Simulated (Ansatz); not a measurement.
The first iterations of a band of C2H8Sn (11 atoms, charge 0, multiplicity 1).

The calculation used Ansatz, RKS BLYP/def2-SVP.

```yaml
movable_images: 5
climbing_image: yes
spring: 5.0 eV/Å²
optimiser: fire
start_path: through a guess of the saddle point
force_threshold: 0.05 eV/Å
iteration_limit: 60
end_points: relaxed
largest_step: 0.5 Å
```

Initial state:

```xyz
11
Properties=species:S:1:pos:R:3
Sn 0.215 -0.770 -0.256
H -0.721 -2.222 -0.015
H 1.672 -1.194 -1.116
C 0.742 0.091 1.698
C -0.951 0.662 -1.449
H 1.255 -0.670 2.317
H 1.415 0.958 1.559
H -0.175 0.425 2.221
H -1.824 1.013 -0.866
H -0.321 1.532 -1.715
H -1.307 0.175 -2.377
```

Final state:

```xyz
11
Properties=species:S:1:pos:R:3
Sn -0.975 -0.926 0.346
H 1.038 -2.374 -0.968
H 1.461 -1.745 -1.099
C 0.497 0.181 1.659
C -1.030 0.700 -1.225
H 1.011 -0.498 2.368
H 1.247 0.753 1.076
H -0.095 0.910 2.257
H -1.573 1.564 -0.782
H -0.012 1.050 -1.493
H -1.569 0.384 -2.140
```

| iteration | highest image above the first end (eV) | largest band force component (eV/Å) |
| --- | --- | --- |
| 1 | 2.260 | 7.709 |
| 2 | 2.141 | 1.728 |
| 3 | 2.079 | 3.721 |
| 4 | 2.064 | 3.315 |
| 5 | 2.043 | 2.517 |
| 6 | 2.025 | 1.376 |
| 7 | 2.021 | 1.235 |
| 8 | 2.014 | 0.967 |
| 9 | 2.004 | 0.628 |
| 10 | 1.990 | 0.646 |
| 11 | 1.987 | 0.641 |
| 12 | 1.981 | 0.630 |
| 13 | 1.972 | 0.614 |
| 14 | 1.960 | 0.591 |
| 15 | 1.944 | 0.560 |

Problem. Does the band converge within its limit, and where does its top end?

Solution. It converged. It ended after 45 iterations with the highest image 1.976 eV above the first end. Neighbouring images differ by up to 1.5 eV, so the band resolves the path poorly. The order of the stationary point at the top wasn't checked. The orbitals stay closed-shell, which can raise the energy where a bond breaks towards radicals; this wasn't checked here.

The run took 5.3 min on 2 threads of Arm Neoverse V1, on a shared host, peak memory 0.13 GiB.
